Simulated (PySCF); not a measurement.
**Correlation energy of S⁺ (sulfur, charge +1)**

[Ne] 3s1 3p3 3d1, high-spin 6D determinant (an excited configuration). Computed with PySCF 2.14 in x2c-TZVPPall with one added diffuse shell each of s, p, d type (6s6p4d1f, 51 functions), with scalar relativity by spin-free X2C-1e. Frozen: 1s2; 13 electrons correlated.

| level | correlation energy (mhartree) |
| --- | --- |
| CCSD | -191.80 |
| (T) | -1.21 |
| CCSD(T) | -193.01 |

Diagnostics: T1 = 0.0020, D1 = 0.0045, largest double amplitude 0.031.

**Question.** Is a single reference adequate?

**Answer.** Yes: T1 lies below 0.03 and no double amplitude reaches 0.07.

This basis was not built for core-valence correlation, so the inner-shell part is incomplete.
